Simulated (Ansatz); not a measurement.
Reaction (ligand exchange at the Si–C bond): `C=C[Si@@H](O)[Si@@H](O)F` + H–F → `O[Si@H](F)[Si@H](O)F` + `C=C`

Calculated with Ansatz (gas phase, PBE0-D4/def2-TZVP geometries, no zero-point term in ΔE). CBS: MP2 limit from def2 TZ/QZ plus the TZ coupled-cluster correction, frozen cores. This one scheme is used for every species. Functionals use def2-TZVPP. B3LYP here is the variant with VWN-RPA as its local correlation; programs differ in this. One conformer a species, not always the lowest.

**Question.** Is it downhill or uphill in electronic energy at CCSD(T)/CBS, and by how much? (Best estimate.)

**Answer.** Ansatz gave: Downhill: ΔE = -135.5 kJ/mol.

**Question.** What do these levels give: PBE-D4, B3LYP-D4, ωB97X-V, ωB97M-V, PBE, r2SCAN, PBE0, B3LYP, SCS-MP2/def2-TZVPP, CCSD(T)/def2-TZVPP, MP2/CBS(def2), CCSD/CBS(def2)? (Estimate.)

**Answer.** Computed: PBE-D4 -128.0, B3LYP-D4 -140.0, ωB97X-V -140.9, ωB97M-V -140.7, PBE -134.7, r2SCAN -142.8, PBE0 -135.0, B3LYP -150.6, SCS-MP2/def2-TZVPP -140.5, CCSD(T)/def2-TZVPP -136.1, MP2/CBS(def2) -133.1, CCSD/CBS(def2) -139.2 kJ/mol.

Largest T1 diagnostic among the species: 0.013.

The D4 term adds +10.6 kJ/mol with B3LYP and +6.1 kJ/mol with PBE0; it sums over pairs of atoms, weighted by their polarisabilities, and B3LYP, whose exchange is more repulsive, gets the larger term. In def2-TZVPP, CCSD(T) changes the Hartree–Fock value by +25.6 kJ/mol (the triples alone add +3.7 kJ/mol) and MP2 by +27.9 kJ/mol.
